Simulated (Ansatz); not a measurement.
The cluster Ru2F6. Total charge 0; singlet. Geometry PBE0-D4/def2-SVP.

```xyz
8

Ru    0.753    0.723   -0.652
Ru   -0.752   -0.724    0.652
F     1.260    1.813    0.704
F    -1.279   -1.793   -0.712
F     1.896   -0.573   -1.195
F     0.488   -1.351    1.814
F    -1.885    0.571    1.218
F    -0.481    1.333   -1.830
```

In the def2 sets Ru takes a core potential; there is no spin–orbit coupling. The restricted singlet is unstable towards broken spin symmetry in Hartree–Fock (as tested in another run); at PBE-D4/def2-TZVP, revPBE-D4/def2-TZVP, B97M-V/def2-TZVP, PBE0-D4/def2-SVP and others this wasn't settled. Another isomer (singlet) lies 0.80 eV lower at PBE-D4/def2-TZVP; other spin states weren't run for this one.

(1) Estimate the orbital energies around the gap (eV) in Ansatz with PBE-D4/def2-TZVP, revPBE-D4/def2-TZVP, B97M-V/def2-TZVP, PBE0-D4/def2-SVP, PBE0-D4/def2-TZVP.

Results:

(1) 
| orbital | PBE-D4/def2-TZVP | revPBE-D4/def2-TZVP | B97M-V/def2-TZVP | PBE0-D4/def2-SVP | PBE0-D4/def2-TZVP |
| --- | --- | --- | --- | --- | --- |
| HOMO−13 | -11.42 | -11.30 | -12.08 | -13.52 | -13.63 |
| HOMO−12 | -11.03 | -10.91 | -11.60 | -13.03 | -13.14 |
| HOMO−11 | -11.03 | -10.91 | -11.60 | -12.91 | -13.02 |
| HOMO−10 | -10.91 | -10.79 | -11.59 | -12.91 | -13.02 |
| HOMO−9 | -10.75 | -10.64 | -11.37 | -12.76 | -12.86 |
| HOMO−8 | -10.75 | -10.63 | -11.37 | -12.71 | -12.83 |
| HOMO−7 | -10.67 | -10.55 | -11.31 | -12.71 | -12.83 |
| HOMO−6 | -10.63 | -10.51 | -11.25 | -12.55 | -12.69 |
| HOMO−5 | -10.59 | -10.48 | -11.17 | -12.48 | -12.61 |
| HOMO−4 | -9.06 | -8.93 | -9.07 | -10.34 | -10.39 |
| HOMO−3 | -7.17 | -7.07 | -7.81 | -9.19 | -9.29 |
| HOMO−2 | -7.17 | -7.07 | -7.81 | -9.18 | -9.28 |
| HOMO−1 | -5.93 | -5.83 | -6.64 | -7.94 | -8.02 |
| HOMO | -5.93 | -5.83 | -6.63 | -7.93 | -8.02 |
| LUMO | -5.06 | -4.93 | -5.06 | -4.29 | -4.35 |
| LUMO+1 | -5.06 | -4.93 | -5.06 | -4.24 | -4.31 |
| LUMO+2 | -4.98 | -4.85 | -4.91 | -4.24 | -4.30 |
| LUMO+3 | -4.98 | -4.85 | -4.91 | -4.09 | -4.16 |
| LUMO+4 | -4.93 | -4.79 | -4.73 | -4.09 | -4.16 |
| LUMO+5 | -1.76 | -1.59 | -1.61 | -0.77 | -0.91 |
